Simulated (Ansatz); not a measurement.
Reaction (formal exchange of groups at the Si–S bond): `O[SiH](S)CCl` + SiH₄ → `O[SiH]([SiH3])CCl` + H₂S

Isolated molecules relaxed with PBE0-D4/def2-TZVP in Ansatz; ΔE leaves out vibrations. CCSD(T)/CBS adds triple-zeta CCSD(T) − MP2 to the extrapolated MP2 energy (def2 sets, frozen cores). This one scheme is used for every species. DFT in def2-TZVPP. B3LYP here is the variant with VWN-RPA as its local correlation; programs differ in this. Each species was taken in one conformer, which may not be the lowest.

Task: Is it downhill or uphill in electronic energy at CCSD(T)/CBS, and by how much? (Best estimate.)

Result: Computed: Uphill: ΔE = +0.78 eV.

Task: What do these levels give: r2SCAN-D4, B3LYP-D4, ωB97X-V, B2PLYP, PBE, r2SCAN, PBE0, HF/def2-TZVPP, SCS-MP2/def2-TZVPP, CCSD(T)/def2-TZVPP, SCS-MP2/def2-QZVPP, HF/CBS(def2)? (Estimate.)

Result: Computed: r2SCAN-D4 0.78, B3LYP-D4 0.77, ωB97X-V 0.77, B2PLYP 0.80, PBE 0.68, r2SCAN 0.78, PBE0 0.71, HF/def2-TZVPP 0.84, SCS-MP2/def2-TZVPP 0.85, CCSD(T)/def2-TZVPP 0.77, SCS-MP2/def2-QZVPP 0.86, HF/CBS(def2) 0.84 eV.

Largest T1 diagnostic among the species: 0.011.

From PBE to PBE0 (25 % exact exchange), in def2-TZVPP and without D4, ΔE moves by +0.04 eV.
